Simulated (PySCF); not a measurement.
PySCF input file for SnFI, SMILES [F][Sn][I] (connectivity only; charge and spin as stated), neutral, multiplicity 1, TDA-M06-2X/def2-SVPD. Geometry optimised at B3LYP-D3(BJ)/def2-TZVP. The def2 effective core potentials stand for the cores of I, Sn; spin–orbit coupling is left out.

```python
import numpy as np
from pyscf import gto, scf, dft, tdscf

mol = gto.M(
    atom='''
    Sn   -0.33339843    1.24675147    0.00000000
    F     1.54360607    1.79199712    0.00000000
    I     0.05240503   -1.48048203    0.00000000
    ''',
    basis='def2-SVPD',
    ecp={'I': 'def2-svp', 'Sn': 'def2-svp'},
    charge=0,
    spin=0,
    symmetry=True,
    max_memory=1600,
    verbose=4,
)
mf = dft.RKS(mol, xc='m06-2x').density_fit(auxbasis='def2-universal-jkfit')
mf.grids.level = 4
mf.conv_tol = 1e-9
mf.max_cycle = 100
mf.kernel()
mf.grids = dft.Grids(mol).set(level=2).build(with_non0tab=True)  # coarser grid for the response kernel
td = tdscf.TDA(mf)
td.singlet = True
td.nstates = 10
td.conv_tol = 1e-4
td.kernel(x0=td.get_init_guess(mf, 15))
td.analyze()
tt = tdscf.TDA(mf)
tt.singlet = False
tt.nstates = 4
tt.conv_tol = 1e-4
tt.kernel(x0=tt.get_init_guess(mf, 9))
tt.analyze(verbose=3)
```

It prints:

```
PySCF version 2.14.0

[INPUT] verbose = 4
[INPUT] num. atoms = 3
[INPUT] num. electrons = 56
[INPUT] charge = 0
[INPUT] spin (= nelec alpha-beta = 2S) = 0
[INPUT] symmetry True subgroup None
[INPUT] Mole.unit = angstrom
[INPUT] Symbol           X                Y                Z      unit          X                Y                Z       unit  Magmom
[INPUT]  1 Sn    -0.333398430000   1.246751470000   0.000000000000 AA   -0.630031723060   2.356018823699   0.000000000000 Bohr   0.0
[INPUT]  2 F      1.543606070000   1.791997120000   0.000000000000 AA    2.916992716516   3.386383772809   0.000000000000 Bohr   0.0
[INPUT]  3 I      0.052405030000  -1.480482030000   0.000000000000 AA    0.099031154250  -2.797705569040   0.000000000000 Bohr   0.0

nuclear repulsion = 192.380761237418
point group symmetry = Cs
symmetry origin: [-4.72431534e-09 -1.68725478e-10  0.00000000e+00]
symmetry axis x: [ 1.00000000e+00 -9.01455964e-10  0.00000000e+00]
symmetry axis y: [9.01455964e-10 1.00000000e+00 0.00000000e+00]
symmetry axis z: [0. 0. 1.]
num. orbitals of irrep A' = 62
num. orbitals of irrep A" = 28
number of shells = 34
number of NR pGTOs = 170
number of NR cGTOs = 90
basis = def2-SVPD
ecp = {'I': 'def2-svp', 'Sn': 'def2-svp'}


******** <class 'pyscf.df.df_jk.DFSymAdaptedRKS'> ********
method = DFSymAdaptedRKS
initial guess = minao
damping factor = 0
level_shift factor = 0
DIIS = <class 'pyscf.scf.diis.CDIIS'>
diis_start_cycle = 1
diis_space = 8
diis_damp = 0
SCF conv_tol = 1e-09
SCF conv_tol_grad = None
SCF max_cycles = 100
direct_scf = False
XC library pyscf.dft.libxc version 7.1.2
    S. Lehtola, C. Steigemann, M. J. T. Oliveira, and M. A. L. Marques,  SoftwareX 7, 1–5 (2018)
XC functionals = m06-2x
    Y. Zhao and D. G. Truhlar,  Theor. Chem. Acc. 120, 215 (2008)
    Y. Zhao and D. G. Truhlar,  Theor. Chem. Acc. 120, 215 (2008)
radial grids:
    Treutler-Ahlrichs [JCP 102, 346 (1995); DOI:10.1063/1.469408] (M4) radial grids

becke partition: Becke, JCP 88, 2547 (1988); DOI:10.1063/1.454033
pruning grids: <function nwchem_prune>
grids dens level: 4
symmetrized grids: True
atomic radii adjust function: <function treutler_atomic_radii_adjust>
small_rho_cutoff = 0
Freeze 0 electrons in irreps []
    56 free electrons in irreps A' A"
Set gradient conv threshold to 3.16228e-05
Initial guess from minao.
tot grids = 92552
******** <class 'pyscf.df.df.DF'> ********
auxbasis = def2-universal-jkfit
init E= -556.610259885988
HOMO (A") = -1.22334245387481  LUMO (A") = -1.02880893625408  gap/eV = 5.29353
cycle= 1 E= -609.811969088679  delta_E= -53.2  |g|= 3.17  |ddm|= 11.6
HOMO (A') = -0.0164035715348021  LUMO (A') = 0.00971679117810709  gap/eV = 0.71077
cycle= 2 E= -607.040457836876  delta_E= 2.77  |g|=    3  |ddm|= 12.7
HOMO (A') = -0.274893659018684  LUMO (A') = -0.144904549057042  gap/eV = 3.53718
cycle= 3 E= -611.015849078221  delta_E= -3.98  |g|= 1.22  |ddm|= 9.36
HOMO (A') = -0.318958994687077  LUMO (A") = -0.138975686179928  gap/eV = 4.89760
cycle= 4 E= -611.667348256892  delta_E= -0.651  |g|= 0.287  |ddm|=  2.4
HOMO (A') = -0.276012015428445  LUMO (A") = -0.0943511926355525  gap/eV = 4.94324
cycle= 5 E= -611.678939046767  delta_E= -0.0116  |g|= 0.249  |ddm|= 0.811
HOMO (A') = -0.305451196085374  LUMO (A") = -0.0840038742006044  gap/eV = 6.02589
cycle= 6 E= -611.692113400433  delta_E= -0.0132  |g|= 0.0583  |ddm|= 0.241
HOMO (A') = -0.315455448033606  LUMO (A") = -0.0874298075262505  gap/eV = 6.20489
cycle= 7 E= -611.692963718033  delta_E= -0.00085  |g|= 0.0132  |ddm|= 0.068
HOMO (A') = -0.317844881336877  LUMO (A") = -0.0866359385100361  gap/eV = 6.29152
cycle= 8 E= -611.693064232282  delta_E= -0.000101  |g|= 0.00553  |ddm|= 0.0365
HOMO (A') = -0.317556168525898  LUMO (A") = -0.0873275694029223  gap/eV = 6.26484
cycle= 9 E= -611.693076183292  delta_E= -1.2e-05  |g|= 0.000886  |ddm|= 0.00776
HOMO (A') = -0.317387853511697  LUMO (A") = -0.0873625940154827  gap/eV = 6.25931
cycle= 10 E= -611.693076578525  delta_E= -3.95e-07  |g|= 0.000142  |ddm|= 0.0024
HOMO (A') = -0.317386764012813  LUMO (A") = -0.0873706900605384  gap/eV = 6.25906
cycle= 11 E= -611.693076594564  delta_E= -1.6e-08  |g|= 4.66e-05  |ddm|= 0.000501
HOMO (A') = -0.317389018036553  LUMO (A") = -0.087370355263662  gap/eV = 6.25913
cycle= 12 E= -611.693076595967  delta_E= -1.4e-09  |g|= 1.75e-05  |ddm|= 0.000142
HOMO (A') = -0.317388865365638  LUMO (A") = -0.0873703003715294  gap/eV = 6.25912
cycle= 13 E= -611.693076596148  delta_E= -1.81e-10  |g|= 3.61e-06  |ddm|= 4.33e-05
HOMO (A') = -0.317388171544032  LUMO (A") = -0.0873701356959193  gap/eV = 6.25911
Extra cycle  E= -611.69307659616  delta_E= -1.21e-11  |g|= 1.7e-06  |ddm|= 1.11e-05
converged SCF energy = -611.69307659616
tot grids = 39696


******** <class 'pyscf.tdscf.rks.TDA'> for <class 'pyscf.df.df_jk.DFSymAdaptedRKS'> ********
nstates = 10 singlet
deg_eia_thresh = 1.000e-03
wfnsym = None
conv_tol = 0.0001
eigh lindep = 1e-12
eigh level_shift = 0
eigh max_cycle = 100


Excitation energies (eV)
[3.63768521 3.86657831 4.37090367 5.46906715 5.62537262 5.90694212
 6.10380072 6.25254268 6.7013691  6.89962351]

** Singlet excitation energies and oscillator strengths **
Excited State   1:   A"      3.63769 eV    340.83 nm  f=0.0258
      26 -> 29       -0.20691
      28 -> 29        0.67011
Excited State   2:   A"      3.86658 eV    320.66 nm  f=0.0089
      26 -> 29        0.67137
      28 -> 29        0.20933
Excited State   3:   A'      4.37090 eV    283.66 nm  f=0.0187
      26 -> 30        0.12836
      27 -> 29        0.67020
      28 -> 30       -0.12944
Excited State   4:   A'      5.46907 eV    226.70 nm  f=0.0296
      26 -> 30        0.33289
      26 -> 31       -0.12484
      28 -> 30        0.58707
Excited State   5:   A"      5.62537 eV    220.40 nm  f=0.0059
      27 -> 30        0.67470
      27 -> 31       -0.13590
Excited State   6:   A'      5.90694 eV    209.90 nm  f=0.0691
      26 -> 30       -0.14506
      26 -> 31        0.24896
      28 -> 31       -0.63091
Excited State   7:   A'      6.10380 eV    203.13 nm  f=0.2685
      26 -> 30       -0.45881
      26 -> 31       -0.49444
      28 -> 30        0.13924
Excited State   8:   A"      6.25254 eV    198.29 nm  f=0.0000
      27 -> 30        0.14224
      27 -> 31        0.68008
Excited State   9:   A"      6.70137 eV    185.01 nm  f=0.0557
      22 -> 29        0.12852
      25 -> 29       -0.67166
Excited State  10:   A'      6.89962 eV    179.70 nm  f=0.9775
      25 -> 30       -0.13715
      26 -> 30        0.26556
      26 -> 31       -0.32075
      27 -> 29       -0.13032
      28 -> 30       -0.26281
      28 -> 31       -0.22511
      28 -> 32       -0.35771

** Transition electric dipole moments (AU) **
state          X           Y           Z        Dip. S.      Osc.
  1        -0.0000     -0.0000      0.5386      0.2901      0.0258
  2        -0.0000     -0.0000     -0.3069      0.0942      0.0089
  3        -0.0595      0.4141     -0.0000      0.1750      0.0187
  4        -0.2541      0.3950      0.0000      0.2206      0.0296
  5         0.0000      0.0000     -0.2065      0.0426      0.0059
  6        -0.6099      0.3246      0.0000      0.4774      0.0691
  7         0.1581      1.3305     -0.0000      1.7952      0.2685
  8         0.0000     -0.0000      0.0080      0.0001      0.0000
  9         0.0000     -0.0000     -0.5826      0.3394      0.0557
 10         0.3249     -2.3826      0.0000      5.7825      0.9775

WARN: ECP detected. Skipping calculation of transition velocity and magnetic dipole moments, which have not yet been implemented.



******** <class 'pyscf.tdscf.rks.TDA'> for <class 'pyscf.df.df_jk.DFSymAdaptedRKS'> ********
nstates = 4 triplet
deg_eia_thresh = 1.000e-03
wfnsym = None
conv_tol = 0.0001
eigh lindep = 1e-12
eigh level_shift = 0
eigh max_cycle = 100


Excitation energies (eV)
[2.41851718 3.72181566 3.73928446 4.37408976]

** Triplet excitation energies and oscillator strengths **
Excited State   1:   A"      2.41852 eV    512.65 nm  f=0.0000
Excited State   2:   A"      3.72182 eV    333.13 nm  f=0.0000
Excited State   3:   A'      3.73928 eV    331.57 nm  f=0.0000
Excited State   4:   A'      4.37409 eV    283.45 nm  f=0.0000
```

The calculation finished and met its thresholds.
